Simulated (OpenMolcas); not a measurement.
## What dynamic correlation does to the levels of Ne5+

```json
{
  "Program": "OpenMolcas 26.06",
  "Basis": "ANO-R2 [4s4p2d1f]",
  "Scalar Hamiltonian": "X2C, finite nucleus",
  "Active space": "3 electrons in 4 orbitals (2s 2p)",
  "State averaging": "2S+1 = 4 odd, 1 root; 2S+1 = 2 odd, 8 roots (3 in the spin-orbit step); 2S+1 = 4 even, 3 roots; 2S+1 = 2 even, 9 roots",
  "Spin-orbit coupling": "RASSI with atomic mean-field integrals over the reference wave functions, term energies averaged over their components"
}
```

Methods on the same reference wave functions:
A. CASSCF
B. SS-CASPT2, IPEA 0.25 Eh, imaginary shift 0.1 Eh (closed shells correlated: 1s)

Energies in cm-1 above 2s2 2p 2P* 1/2, the measured ground level; measured values from NIST levels in Podobedova, Fuhr, Reader and Wiese, J. Phys. Chem. Ref. Data 33, 525 (2004).

```csv
Level,A,B,Measured
2s2 2p 2P* 1/2,0.0,0.0,0.0
2s2 2p 2P* 3/2,1208,1208,1310
2s 2p2 4P 1/2,93755,98753,
2s 2p2 4P 3/2,94185,99183,
2s 2p2 4P 5/2,94890,99888,
2s 2p2 2D 3/2,184843,179415,179021
2s 2p2 2D 5/2,184850,179423,178992
2s 2p2 2S 1/2,235578,231751,230853
2s 2p2 2P 1/2,261162,251227,249292
2s 2p2 2P 3/2,261996,252056,250112
```

Deviations, from unrounded energies. A percentage is the sum of absolute deviations over the sum of measured energies, with the sign that they share, or ± where signs differ.

```
                  Against measurement  Levels     A     B
       mean absolute deviation (cm-1)       6  6700   950
fine structure of the ground term (%)       1  -7.8  -7.8
             other configurations (%)       5  +3.7  +0.5
```

B lies closest to measurement on these levels. The largest miss of B in the table is 2s 2p2 2P 3/2, by +1900 cm-1. The ranking rests on the paired levels alone, and a cruder setting can come out closer through cancelling errors.

The lowest spin-free term lies below A's lowest term by 0.050 hartree in B.

Computed and measured levels are paired by configuration, term and J; levels that our copy of the source lacks, or whose pairing is in doubt (as where it misses far off the trend of its configuration), stay unpaired and out of the deviations. Levels of configurations outside the active space are missing. Levels that lie high or do not pair safely by name in every column are left out.

* marks odd parity.
